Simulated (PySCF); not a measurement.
CH₃Cl₂Si (SMILES C[Si](Cl)Cl), doublet, at a GFN2-xTB geometry; REVPBE/cc-pVDZ in PySCF.

The PySCF input:
```python
from pyscf import gto, scf, dft

mol = gto.Mole()
mol.atom = '''
    C    -2.018938   -0.488358   -0.009210
    Si   -0.230816   -0.097362   -0.533339
    Cl    1.048580   -1.427084    0.337088
    Cl    0.274056    1.779623    0.086893
    H    -2.110359   -0.425893    1.074397
    H    -2.308973   -1.488779   -0.313587
    H    -2.720422    0.214712   -0.446498
'''
mol.basis = 'cc-pvdz'
mol.charge = 0
mol.spin = 1
mol.verbose = 4
mol.build()

mf = dft.UKS(mol)
mf.xc = 'revpbe'
mf.grids.atom_grid = (99, 590)
mf.grids.prune = None
mf.kernel()
```

Problem. Predict the main parts of the log of this PySCF run.

Solution. 
```
PySCF version 2.14.0

[INPUT] verbose = 4
[INPUT] num. atoms = 7
[INPUT] num. electrons = 57
[INPUT] charge = 0
[INPUT] spin (= nelec alpha-beta = 2S) = 1
[INPUT] symmetry False subgroup None
[INPUT] Mole.unit = angstrom
[INPUT] Symbol           X                Y                Z      unit          X                Y                Z       unit  Magmom
[INPUT]  1 C     -2.018938000000  -0.488358000000  -0.009210000000 AA   -3.815239882477  -0.922862870740  -0.017404377607 Bohr   0.0
[INPUT]  2 Si    -0.230816000000  -0.097362000000  -0.533339000000 AA   -0.436179025168  -0.183987514940  -1.007864641549 Bohr   0.0
[INPUT]  3 Cl     1.048580000000  -1.427084000000   0.337088000000 AA    1.981529019696  -2.696797916749   0.637003999877 Bohr   0.0
[INPUT]  4 Cl     0.274056000000   1.779623000000   0.086893000000 AA    0.517890782794   3.363000074977   0.164203972142 Bohr   0.0
[INPUT]  5 H     -2.110359000000  -0.425893000000   1.074397000000 AA   -3.988000534511  -0.804821128369   2.030316079054 Bohr   0.0
[INPUT]  6 H     -2.308973000000  -1.488779000000  -0.313587000000 AA   -4.363326599015  -2.813384570004  -0.592593546224 Bohr   0.0
[INPUT]  7 H     -2.720422000000   0.214712000000  -0.446498000000 AA   -5.140852523242   0.405746875658  -0.843758935166 Bohr   0.0

nuclear repulsion = 259.887678900429
number of shells = 29
number of NR pGTOs = 170
number of NR cGTOs = 83
basis = cc-pvdz
ecp = {}

******** <class 'pyscf.dft.uks.UKS'> ********
method = UKS
initial guess = minao
damping factor = 0
level_shift factor = 0
DIIS = <class 'pyscf.scf.diis.CDIIS'>
diis_start_cycle = 1
diis_space = 8
diis_damp = 0
SCF conv_tol = 1e-09
SCF conv_tol_grad = None
SCF max_cycles = 50
direct_scf = True
direct_scf_tol = 1e-13
number electrons alpha = 29  beta = 28
XC library pyscf.dft.libxc version 7.1.2
    S. Lehtola, C. Steigemann, M. J. T. Oliveira, and M. A. L. Marques,  SoftwareX 7, 1–5 (2018)
XC functionals = revpbe
    Y. Zhang and W. Yang,  Phys. Rev. Lett. 80, 890 (1998)
    J. P. Perdew, K. Burke, and M. Ernzerhof,  Phys. Rev. Lett. 77, 3865 (1996)
    J. P. Perdew, K. Burke, and M. Ernzerhof,  Phys. Rev. Lett. 78, 1396 (1997)
radial grids:
    Treutler-Ahlrichs [JCP 102, 346 (1995); DOI:10.1063/1.469408] (M4) radial grids

becke partition: Becke, JCP 88, 2547 (1988); DOI:10.1063/1.454033
pruning grids: None
grids dens level: 3
symmetrized grids: False
atomic radii adjust function: <function treutler_atomic_radii_adjust>
User specified grid scheme (99, 590)
small_rho_cutoff = 0
Set gradient conv threshold to 3.16228e-05
tot grids = 408872
init E= -1249.86615273233

cycle= 1 E= -1249.56428032635  delta_E= 0.302  |g|= 0.337  |ddm|= 1.73
cycle= 2 E= -1249.47218921346  delta_E= 0.0921  |g|= 0.511  |ddm|= 0.832
cycle= 3 E= -1249.62917909924  delta_E= -0.157  |g|= 0.0459  |ddm|= 0.521
cycle= 4 E= -1249.63049709917  delta_E= -0.00132  |g|= 0.0117  |ddm|= 0.0626
cycle= 5 E= -1249.63056021855  delta_E= -6.31e-05  |g|= 0.0062  |ddm|= 0.0163
cycle= 6 E= -1249.63058320292  delta_E= -2.3e-05  |g|= 0.00101  |ddm|= 0.0074
cycle= 7 E= -1249.63058387782  delta_E= -6.75e-07  |g|= 0.000358  |ddm|= 0.00153
cycle= 8 E= -1249.63058396664  delta_E= -8.88e-08  |g|= 7.64e-05  |ddm|= 0.000468
cycle= 9 E= -1249.63058397048  delta_E= -3.84e-09  |g|= 1.42e-05  |ddm|= 0.000114
cycle= 10 E= -1249.63058397061  delta_E= -1.31e-10  |g|= 3.94e-06  |ddm|= 1.76e-05
Extra cycle  E= -1249.63058397061  delta_E= -3.87e-12  |g|= 3.24e-06  |ddm|= 7.02e-06
converged SCF energy = -1249.63058397061  <S^2> = 0.75169868  2S+1 = 2.001698
```
